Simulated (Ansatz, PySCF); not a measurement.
Gas-phase reaction in SMILES: C[CH-]B(N)N -> CCB([NH-])N
Geometries: B3LYP-D3(BJ)/def2-TZVP minima from Ansatz (a program for electronic structure), one conformer each, not searched for the lowest.

Quantity: isomerisation energy (0 K, with B3LYP-D3(BJ) harmonic zero-point energies from PySCF), in kJ/mol. Cores are frozen in the correlated levels unless marked. Spin-orbit coupling is left out. Non-relativistic. Anions need diffuse functions: aug- sets have them; def2-D sets add few; the other sets have none. CBS(X,Y): correlation extrapolated as X^-3; Hartree-Fock from the larger set.

```
level                                         program  isomerisation energy (kJ/mol)
-------------------------------------  --------------  -----------------------------
PBE/def2-TZVPD                                 Ansatz                            ___
PBE0/def2-SVP                                  Ansatz                          -43.4
BHLYP/def2-TZVPD                               Ansatz                            ___
B2PLYP-D4/def2-TZVPD                   Ansatz + dftd4                          -49.8
PBE-QIDH/def2-TZVPD                            Ansatz                            ___
CCSD/cc-pVTZ                                   Ansatz                          -49.4
CCSD(T) with core electrons/cc-pwCVTZ          Ansatz                            ___
CCSD(T)/CBS(aug-cc-pVTZ,aug-cc-pVQZ)           Ansatz                          -47.0
```

### Question
Fill in the missing entries.

### Answer

- PBE/def2-TZVPD, isomerisation energy (kJ/mol): -44.8
- BHLYP/def2-TZVPD, isomerisation energy (kJ/mol): -45.4
- PBE-QIDH/def2-TZVPD, isomerisation energy (kJ/mol): -45.6
- CCSD(T) with core electrons/cc-pwCVTZ, isomerisation energy (kJ/mol): -50.8
